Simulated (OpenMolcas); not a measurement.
Ga I: the spin-orbit constant, thermal populations, worked from levels

- Program: OpenMolcas
- Basis: ANO-RCC [10s9p7d5f2g]
- Scalar Hamiltonian: DKH2, point nucleus
- Active space: 3 electrons in 8 orbitals (4s 4p 5s 5p)
- State averaging: 2S+1 = 4 odd, 1 root (0 in the spin-orbit step); 2S+1 = 2 odd, 3 roots; 2S+1 = 4 even, 3 roots; 2S+1 = 2 even, 5 roots (0 in the spin-orbit step)
- Spin-orbit coupling: RASSI with atomic mean-field integrals over the reference wave functions, term energies averaged over their components

Methods: CASSCF; SS-CASPT2, IPEA 0.25 Eh, imaginary shift 0.1 Eh (closed shells correlated: 3d). Measured levels: NIST Handbook of Basic Atomic Spectroscopic Data.

**The spin-orbit constant.** For the Hund term ²P° of p1, E(J) = (A/2) J(J+1) + constant and ζ = 2S·A = A. From J = 1/2 to J = 3/2 the energy changes by 1.5 A.

| Source | E(3/2) - E(1/2) | A | ζ |
| --- | --- | --- | --- |
| CASSCF | 634.0 | 422.7 | 423 |
| SS-CASPT2 | 634.0 | 422.7 | 423 |
| measured | 826.2 | 550.8 | 551 |

All in cm-1. SS-CASPT2 is off by -23.3 % and CASSCF by -23.3 %. Both methods take the spin-orbit matrix elements from the reference wave functions, so the second can move ζ only through the term energies and any multistate remixing.

**Thermal populations.** Z = Σ (2J + 1) exp(-E/kT) with k = 0.695035 cm-1/K, over the levels below. No other level of either list lies under 24700 cm-1, which is above 7 kT at each temperature.

```json
{"Level": "4s² 4p ²P°_1/2", "2J + 1": "2", "SS-CASPT2": "0.0", "measured": "0.0"}
{"Level": "4s² 4p ²P°_3/2", "2J + 1": "4", "SS-CASPT2": "634", "measured": "826"}
```

```csv
T (K),"Z, SS-CASPT2","Z, measured levels","Ground level (%), SS-CASPT2","Ground level (%), measured levels"
2000,4.535,4.208,44.1,47.5
3000,4.951,4.692,40.4,42.6
5000,5.333,5.154,37.5,38.8
```

At 5000 K, kT = 3475 cm-1, and the computed levels give Z = 2.000 + 3.333 = 5.333.

Some high roots are left out of the spin-orbit mixing, which shifts the levels that they would mix with. Active for correlation alone: 5p 5s; no level in the range computed is led by a configuration that fills them, so any true level of that kind is missing. Without dynamic correlation excited terms often stand tens of per cent too high (terms of higher spin than the ground term too low), and those without a measured partner can miss by more than the paired ones (holds for CASSCF). Measured partners are found by configuration, term and J. A level has none where our copy of the source lacks it or the pairing is in doubt (some pairs that miss far off the trend of their configuration count as doubtful), and it then counts in no deviation. Levels of configurations outside the active space are missing.

° marks odd parity.
